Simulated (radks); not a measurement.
Q: The cadmium ion Cd2+, [Kr] 4d10. Method: non-relativistic Kohn-Sham, LDA (Slater exchange, Perdew-Wang correlation), spin-polarised, spherical densities, point nucleus; computed with a radial shooting solver on a logarithmic mesh with Libxc functionals. Every spin shell is full or empty, so the densities are truly spherical. Functionals are evaluated on that one density, not self-consistently. Rank these orbital-free kinetic functionals by their error against the exact value of the orbitals, and give that value: Thomas-Fermi, LC94, revAPBEK, Perdew 92, LKT, PG1, DePristo-Kress, Ernzerhof.

A: Exact: 5458.19 hartree. From best to worst, with 100 (|E| - |E exact|)/|E exact| (equal figures are ties): LC94 +0.07, DePristo-Kress -0.09, revAPBEK +0.31, Ernzerhof -0.39, Perdew 92 -0.67, Thomas-Fermi -5.36, PG1 +15.30, LKT +19.47.
